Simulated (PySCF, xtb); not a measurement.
Si(H)(Me)2(SH) (C2H8SSi), SMILES [SiH](C)(C)S.

GFN2-xTB (xtb) at its own geometry gives an orbital gap of 5.01 eV and a dipole moment of 3.40 D.

The structure is a stationary point at B3LYP-D3(BJ)/def2-SVP. One conformer was computed; it need not be the lowest.

Question: What does ωB97X/def2-TZVP run with PySCF give? (The exact figures need the calculation; the answer reports its results.)

Answer: gap 12.12 eV (levels -9.54 and 2.58 eV), dipole 2.07 D.
